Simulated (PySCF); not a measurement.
PySCF 2.14 output of an unrestricted TPSS calculation on a single atom or ion in aug-cc-pVDZ-PP with ECP28MDF, with scalar relativity through the core potential:

```
SCF conv_tol = 1e-09
number electrons alpha = 7  beta = 4
    J. Tao, J. P. Perdew, V. N. Staroverov, and G. E. Scuseria.,  Phys. Rev. Lett. 91, 146401 (2003)
    J. P. Perdew, J. Tao, V. N. Staroverov, and G. E. Scuseria.,  J. Chem. Phys. 120, 6898 (2004)
    J. Tao, J. P. Perdew, V. N. Staroverov, and G. E. Scuseria.,  Phys. Rev. Lett. 91, 146401 (2003)
    J. P. Perdew, J. Tao, V. N. Staroverov, and G. E. Scuseria.,  J. Chem. Phys. 120, 6898 (2004)
cycle= 1 E= -66.0066898327224  delta_E= -0.0017  |g|= 0.003  |ddm|= 0.233
cycle= 2 E= -66.0066931204285  delta_E= -3.29e-06  |g|= 0.00108  |ddm|= 0.0152
cycle= 3 E= -66.006693584231  delta_E= -4.64e-07  |g|= 0.000115  |ddm|= 0.00599
cycle= 4 E= -66.0066935896618  delta_E= -5.43e-09  |g|= 5.52e-07  |ddm|= 0.000555
cycle= 5 E= -66.0066935896618  delta_E= -5.68e-14  |g|= 1.63e-08  |ddm|= 3.04e-06
converged SCF energy = -66.0066935896618  <S^2> = 3.7506297  2S+1 = 4.0003148
```

The run itself started from symmetry-adapted Hartree-Fock orbitals and held the occupation by maximum overlap, on a logarithmic radial grid, so the iterations belong to that start.

Task: Which element, charge and spin multiplicity is this?

Result: Mo³⁺ (molybdenum, charge +3), multiplicity 4; the state was [Kr] 4d3, high-spin 4F determinant.

Energies and moments cover only the electrons outside the core potential.
